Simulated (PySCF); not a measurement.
Gas-phase reaction: 2 ZrCl3OH + Cl2 = 2 ZrCl4 + H2O2

Energies from PySCF (xtb for GFN2), thermal terms from the rigid-rotor harmonic-oscillator model, ideal gas at 1 bar. † marks an energy on the PBE0/def2-TZVP geometry and frequencies; other levels use their own. MP2 freezes the core. All species are closed-shell singlets. B3LYP is the form with VWN-RPA correlation. Zr: scalar-relativistic def2 core potential, no spin-orbit coupling. ZrCl3OH: computed as isolated molecules; such fragments, hydroxides, amides, oligomers or adducts are transient or little studied in the gas. MP2 isn't extrapolated to the basis-set limit. Warning, point group unlike the PBE0 one: H2O2 (GFN2-xTB).

```tsv
level	ΔH°(298 K), kJ
B3LYP/def2-TZVP†	138
GFN2-xTB	[?]
HF/def2-TZVP†	147
M06-2X/def2-TZVP†	[?]
MP2/def2-SVP†	128
MP2/def2-TZVPP†	136
PBE/def2-SVP	[?]
PBE0/def2-SVP†	117
r2SCAN/def2-TZVP†	124
ωB97M-V/def2-TZVP†	[?]
```

### Question
Some entries are withheld; supply them.

### Answer

- GFN2-xTB, ΔH°(298 K), kJ: 90
- M06-2X/def2-TZVP†, ΔH°(298 K), kJ: 139
- PBE/def2-SVP, ΔH°(298 K), kJ: 115
- ωB97M-V/def2-TZVP†, ΔH°(298 K), kJ: 141
